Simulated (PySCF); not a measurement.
Compound: C₂H₅BGe.
SMILES: `[BH2][GeH2][C]#C`

Level: CAM-B3LYP/def2-SVPD in PySCF, non-relativistic, on one gas-phase PBE0-D3(BJ)/def2-SVP geometry that isn't relaxed in the solvent. The solvent is an IEF-PCM continuum (van der Waals radii × 1.2), and excitations are vertical TDDFT with non-equilibrium linear response and a frozen core. Specific hydrogen bonds and non-electrostatic terms are outside this model. Spin–orbit coupling is left out although an atom past zinc is present.

Gas-phase singlets (H = HOMO, L = LUMO):

```json
{"state": "S1", "E (eV)": "4.070", "λ (nm)": "305", "f": "0.007", "leading configurations": "H→L 72%, H-2→L 25%"}
{"state": "S2", "E (eV)": "5.180", "λ (nm)": "239", "f": "0.003", "leading configurations": "H-1→L 84%"}
{"state": "S3", "E (eV)": "5.495", "λ (nm)": "226", "f": "0.001", "leading configurations": "H-3→L 42%, H-4→L 22%, H-2→L 13%"}
{"state": "S4", "E (eV)": "5.799", "λ (nm)": "214", "f": "0.009", "leading configurations": "H-2→L 52%, H→L 20%, H-3→L 10%"}
{"state": "S5", "E (eV)": "6.157", "λ (nm)": "201", "f": "0.002", "leading configurations": "H→L+2 61%"}
```

Problem. Give the list for chloroform (ε = 4.711), n² = 2.09.

Solution. 
```csv
state,E (eV),λ (nm),f,leading configurations,change by rank (eV)
S1,4.142,299,0.010,"H→L 75%, H-2→L 22%",+0.072
S2,5.324,233,0.005,"H-1→L 63%, H-3→L 22%",+0.144
S3,5.579,222,0.001,"H-3→L 33%, H-1→L 29%, H-4→L 20%",+0.084
S4,5.974,208,0.012,"H-2→L 54%, H→L 18%",+0.175
S5,6.211,200,0.004,"H→L+2 57%, H-2→L+2 9%",+0.054
```

Problem. The ground-state energy changes by -0.086 eV from gas to chloroform. By how much does the total energy of gas-phase S1 change?

Solution. E(S1) = E(S0) + excitation energy, so it changes by -0.086 + 0.072 = -0.014 eV: it is lowered less than the ground state, which is what a blue shift means. This is the vertical state, with the slow part of the continuum still set for S0.

Problem. How do the frontier levels move from gas to chloroform?

Solution. 
```tsv
orbital	gas (eV)	solvent (eV)	change (eV)
LUMO+2	1.32	1.32	0.00
LUMO+1	1.03	1.12	+0.09
LUMO	-1.44	-1.27	+0.17
HOMO	-9.13	-9.14	-0.01
HOMO-1	-9.39	-9.46	-0.07
HOMO-2	-10.46	-10.45	+0.01
HOMO-3	-11.04	-10.97	+0.07
```

The HOMO–LUMO gap goes from 7.69 to 7.87 eV.
